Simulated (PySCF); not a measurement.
# Tc: electron affinity

Tc⁻ [Kr] 4d6 5s2 (5D) → Tc [Kr] 4d5 5s2 (6S), as a difference of total energies. Computed with PySCF 2.14 in aug-cc-pwCVDZ-PP with ECP28MDF (6s6p5d3f, 70 functions), with scalar relativity through the core potential. Correlated levels: valence and next inner shell: nothing frozen outside the core potential. The calculations carry no spin-orbit coupling.

| method | electron affinity (eV) |
| --- | --- |
| UHF | -1.002 |
| MP2 (valence and next inner shell) | -0.289 |
| SCS-MP2 (valence and next inner shell) | -0.300 |
| CCSD (valence and next inner shell) | -0.097 |
| CCSD(T) (valence and next inner shell) | 0.040 |

A negative affinity means that the anion lies above the atom at that level of theory.

The coupled-cluster amplitudes are large for Tc⁻ (T1 above 0.03 or a double amplitude above 0.15), so a single reference is strained.
